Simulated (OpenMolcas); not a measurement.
# Exact exchange and the electronic atomisation energy of CuF

The species is CuF (2 atoms), meant as a singlet with charge 0. As SMILES, `[F][Cu]`. The shape is that of a PBE0-D4/def2-TZVP optimisation.

The electronic atomisation energy y, in eV, basis def2-TZVPP; a is the functional's share of exact exchange. Programs: OpenMolcas 26.06.

| functional | program | a | y (eV) |
| --- | --- | --- | --- |
| BLYP | OpenMolcas | 0 | 4.20 |
| TPSS | OpenMolcas | 0 | 4.21 |
| B3LYP | OpenMolcas | 0.2 | 3.97 |
| PBE0 | OpenMolcas | 0.25 | ? |
| BHLYP | OpenMolcas | 0.5 | 3.58 |

Task: Fit y = c + s·a to the known rows and predict PBE0.

Result: 
1. Means of the 4 rows: a = 0.1750, y = 3.990.
2. Σ(Δa)² = 0.1675, Σ(Δa·Δy) = -0.209, so the slope is -0.209/0.1675 = -1.2478.
3. Intercept: 3.990 − (-1.2478) × 0.1750 = 4.208. The largest residual of the fit is 0.012.
4. PBE0: 4.208 + (-1.2478) × 0.25 = 3.90 eV.

The run gave 3.93 eV, so the prediction is off by -0.03 eV, more than the scatter of the fit.
